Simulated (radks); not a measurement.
Values are calculated unless marked as measured or tabulated.
Excited configurations of Sc III: one electron is placed in a higher orbital outside [Ar]. The ground configuration is [Ar] 3d1. Level of theory: Dirac Kohn-Sham, BLYP, spin-unpolarised, spherical densities, point nucleus; open shells are shared between the two j in proportion to 2j + 1 (a radial shooting solver on a logarithmic mesh with Libxc functionals). Excitation = E - E(ground); binding = E(ion) - E, where the ion is the core of charge +3; n* = 3/sqrt(2 binding) in atomic units, and the quantum defect is n - n*. Eigenvalue and <r> are those of j = l + 1/2.

| outer orbital | excitation (eV) | binding (eV) | quantum defect | eigenvalue (eV) | <r> (bohr) |
|---|---|---|---|---|---|
| 4s | 3.120 | 21.747 | 1.627 | -18.077 | 2.935 |
| 4p | 7.636 | 17.231 | 1.334 | -14.088 | 3.379 |
| 4d | 13.673 | 11.194 | 0.693 | -9.027 | 4.552 |
| 4f | 17.111 | 7.756 | 0.027 | -6.083 | 5.751 |
| 5s | 13.922 | 10.945 | 1.655 | -9.289 | 5.761 |
| 5p | 15.534 | 9.333 | 1.378 | -7.835 | 6.462 |
| 5f | 19.585 | 5.283 | 0.185 | -4.307 | 9.742 |
| 6p | 18.967 | 5.900 | 1.444 | -5.018 | 10.39 |
| 7p | 20.772 | 4.095 | 1.532 | -3.513 | 15.18 |
| 7d | 21.470 | 3.397 | 0.996 | -2.894 | 17.75 |

The Delta-SCF ionisation energy is 24.867 eV (NIST Atomic Spectra Database: 24.757 eV, measured). Self-interaction in the functional shifts the binding energies and quantum defects, so they are the method's values and not measured ones. Spin polarisation and multiplet splitting are left out, so open shells lie too high by an amount that depends on their filling.

Beside tabulated values, note that spin-unpolarised runs miss the spin-polarisation part of the exchange energy of open shells.
